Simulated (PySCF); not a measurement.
Au₂, SMILES [Au][Au], multiplicity 1.

Geometry optimised at PBE-D3(BJ)/def2-TZVPD. The spin state was assumed, not searched. The def2 effective core potentials stand for the cores of Au; spin–orbit coupling is left out.

All values below come from ωB97X/def2-TZVPD (PySCF).

Isolated molecule, no solvent.

Computed frontier levels, gap, dipole moment and polarisability:
| Item | Result |
|---|---|
| highest occupied level | -8.90 eV |
| lowest empty level | -1.47 eV |
| orbital gap | 7.43 eV |
| dipole moment | 0.00 D |
| quadrupole, principal values (traceless, Buckingham form, about the centre of nuclear charge) | -4.96, -4.96, 9.93 D·Å |
| mean static polarisability | 76.2 bohr³ (11.29 Å³) |
| polarisability, principal values | 58.9, 58.9, 110.8 bohr³ |
